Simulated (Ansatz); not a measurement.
System: GaCl, charge 0, singlet. GaCl (SMILES [Cl][Ga]).
B3LYP-D3(BJ)/def2-TZVP minimum from Ansatz (a first-principles code):
```
Ga
Cl 1 2.2389
```
Charge 0, spin multiplicity 1.

Total energies in def2-TZVPP, 10 correlated electrons, 19 frozen orbitals. UHF or UKS for unpaired electrons; spin-orbit terms are left out. Cores are frozen in correlated methods (noble-gas shells, and filled d and f shells in the p block). No relativity.

```csv
method,program,energy (Eh),minus CCSDT(Q) (mEh)
HF,Ansatz,-2382.83361,276.93
MP2,Ansatz,-2383.07360,36.94
CCSD,Ansatz,-2383.09831,12.23
CCSD(T),Ansatz,-2383.10931,1.23
CCSDT(Q),Ansatz,-2383.11054,0.00
```

Rough core times of Ansatz's runs on a shared machine: CCSD(T) under 20 s, CCSDT(Q) 30 s.
